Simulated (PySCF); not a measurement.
Ionisation energy of Cl²⁺ by level of theory

Cl²⁺ [Ne] 3s2 3p3 (4S) → Cl³⁺ [Ne] 3s2 3p2 (3P), as a difference of total energies. All numbers are calculated (PySCF 2.14, the non-relativistic Hamiltonian (point nucleus), in aug-cc-pwCVDZ). Correlated levels: valence and next inner shell: 1s2 frozen. The calculations carry no spin-orbit coupling.

| method | ionisation energy (eV) |
| --- | --- |
| UHF | 38.959 |
| MP2 (valence and next inner shell) | 39.447 |
| SCS-MP2 (valence and next inner shell) | 39.275 |
| CCSD (valence and next inner shell) | 39.349 |
| CCSD(T) (valence and next inner shell) | 39.353 |

A first-order spin-orbit estimate (lowest level to lowest level, LS coupling) adds -0.098 eV.

Errors of the correlated levels include the incompleteness of this basis and the frozen core.

**Question.** Which method comes closest to the reference value, and which is furthest?

**Answer.** The reference is 39.8 ± 0.11 eV (semi-empirical (NIST evaluation); NIST Atomic Spectra Database, ionization energies). Closest: MP2 (valence and next inner shell) (error -0.451 eV); furthest: UHF (error -0.938 eV), both after the spin-orbit estimate.
